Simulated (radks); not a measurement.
Question: Spherical jellium clusters: N electrons in a uniform positive sphere of charge N and radius rs N^(1/3), rs = 2.45 bohr. Method: non-relativistic Kohn-Sham, PBE, spin-polarised, spherical densities; computed with a radial shooting solver with Libxc functionals. Levels are named by radial order and angular momentum (1s, 1p, 1d, 2s, ...), and open shells are averaged over m. At N = 14 the configuration is 1s2 1p6 1d(up 5, down 0) 2s(up 1, down 0). The background grows by one charge. Does electron 15 go into 2s down or 1f up or 1d down?

Answer: Into 1d down. The total energies of the other choices lie higher by 0.714 eV (2s down), 1.93 eV (1f up).
